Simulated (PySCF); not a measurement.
C2H9FOSi2, SMILES O[C@H]([SiH3])C[SiH2]F.

Coordinates come from a B3LYP-D3(BJ)/def2-SVP optimisation. The structure was generated by enumeration; whether it is a known compound was not checked. The values are those of a single conformer.

Computed with M06-2X/def2-TZVP (PySCF).

```json
{
 "total_energy": "-835.70211 hartree",
 "highest_occupied_level": "-9.02 eV",
 "lowest_empty_level": "0.55 eV",
 "orbital_gap": "9.57 eV",
 "dipole_moment": "1.36 D",
 "quadrupole, principal values (traceless, Buckingham form, about the centre of nuclear charge)": "-11.37, 0.55, 10.81 D·Å",
 "mean_static_polarisability": "78.8 bohr³ (11.67 Å³)",
 "polarisability_principal_values": "70.3, 78.9, 87.0 bohr³"
}
```
